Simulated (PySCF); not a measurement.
Electron correlation in La (lanthanum, neutral)

[Xe] 5d1 6s1 7s1, high-spin 4D determinant (an excited configuration). Calculation: PySCF 2.14, in x2c-TZVPPall with one added diffuse shell each of s, p, d type (12s8p8d3f1g, 106 functions); the spin-free X2C one-electron Hamiltonian (Gaussian nucleus). Frozen: [Ar] 3d10; 29 electrons correlated.

MP2 pair energies summed by pair of shells (mhartree):

| pair | energy | share (%) |
| --- | --- | --- |
| 4d-4d | -282.91 | 39.8 |
| 4d-5p | -127.35 | 17.9 |
| 5p-5p | -96.83 | 13.6 |
| 4p-4d | -25.79 | 3.6 |
| 5p-5d | -25.61 | 3.6 |
| 5s-5p | -25.30 | 3.6 |
| 4d-5s | -24.83 | 3.5 |
| 5p-6s | -18.65 | 2.6 |
| 4p-4p | -18.11 | 2.5 |
| 4s-4d | -16.90 | 2.4 |
| 4p-5p | -6.74 | 0.9 |
| 4p-5s | -6.37 | 0.9 |
| 4d-5d | -6.01 | 0.8 |
| 5s-5s | -5.12 | 0.7 |
| 4d-6s | -4.38 | 0.6 |
| 5d-6s | -4.13 | 0.6 |
| 4s-4p | -2.63 | 0.4 |
| 5s-5d | -2.39 | 0.3 |
| 6s-7s | -1.95 | 0.3 |
| 5p-7s | -1.94 | 0.3 |
| 4s-4s | -1.80 | 0.3 |
| 5s-6s | -1.06 | 0.1 |
| 4s-5p | -1.05 | 0.1 |
| 5d-7s | -0.76 | 0.1 |
| 4s-5s | -0.57 | 0.1 |
| 4p-5d | -0.47 | 0.1 |
| 4d-7s | -0.43 | 0.1 |
| 4p-6s | -0.38 | 0.1 |
| 4s-5d | -0.11 | 0.0 |
| 5s-7s | -0.10 | 0.0 |

Total MP2 correlation energy: -710.72 mhartree.

Same-spin part -265.89 and opposite-spin part -444.83 mhartree; SCS-MP2 scales them by 1/3 and 6/5 to -622.43 mhartree.

This basis was not built for core-valence correlation, so the inner-shell part is incomplete.
